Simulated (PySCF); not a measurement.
**Electron correlation in Co⁺ (cobalt, charge +1)**

[Ar] 3d8, high-spin 3F determinant. Calculation: PySCF 2.14, in aug-cc-pwCVTZ (10s9p7d4f3g, 127 functions); no relativity, point nucleus. Frozen: [Ne]; 16 electrons correlated.

MP2 pair energies summed by pair of shells (mhartree):

```json
{"pair": "3d-3d", "energy": "-304.75", "share (%)": "40.2"}
{"pair": "3p-3d", "energy": "-270.13", "share (%)": "35.7"}
{"pair": "3p-3p", "energy": "-78.17", "share (%)": "10.3"}
{"pair": "3s-3d", "energy": "-58.18", "share (%)": "7.7"}
{"pair": "3s-3p", "energy": "-40.54", "share (%)": "5.4"}
{"pair": "3s-3s", "energy": "-5.76", "share (%)": "0.8"}
```

Total MP2 correlation energy: -757.53 mhartree.

Same-spin part -241.30 and opposite-spin part -516.23 mhartree; SCS-MP2 scales them by 1/3 and 6/5 to -699.90 mhartree.
